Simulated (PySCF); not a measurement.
Numbering as in the mapped SMILES `[CH3:1][Si:2]([CH3:3])([CH3:4])[CH3:5]`. Each H is labelled by its parent atom.

Geometry: GFN2-xTB; GIAO absolute shieldings from PySCF 2.14.0 with density-fitted response routines, gas phase, non-relativistic, averaged over equivalent atoms.

At B97-D/pcseg-1 (134 basis functions, 13 s wall time on 1 thread of an Intel Xeon, shared host):
| atoms | σ (ppm) |
| --- | --- |
| C1/C3/C4/C5 | 191.6 |
| Si2 | 327.5 |
| H(C1)/H(C3)/H(C4)/H(C5) | 31.99 |

Problem. What do these become at B3LYP/pcseg-1?

Solution. 
| atoms | σ at B3LYP/pcseg-1 | change |
| --- | --- | --- |
| C1/C3/C4/C5 | 192.5 | +0.9 |
| Si2 | 335.7 | +8.2 |
| H(C1)/H(C3)/H(C4)/H(C5) | 31.95 | -0.04 |

The largest change is at Si2 (silicon bonded to 4 C). Cost: 134 basis functions, 10 s wall time on 1 thread of an Intel Xeon, shared host.
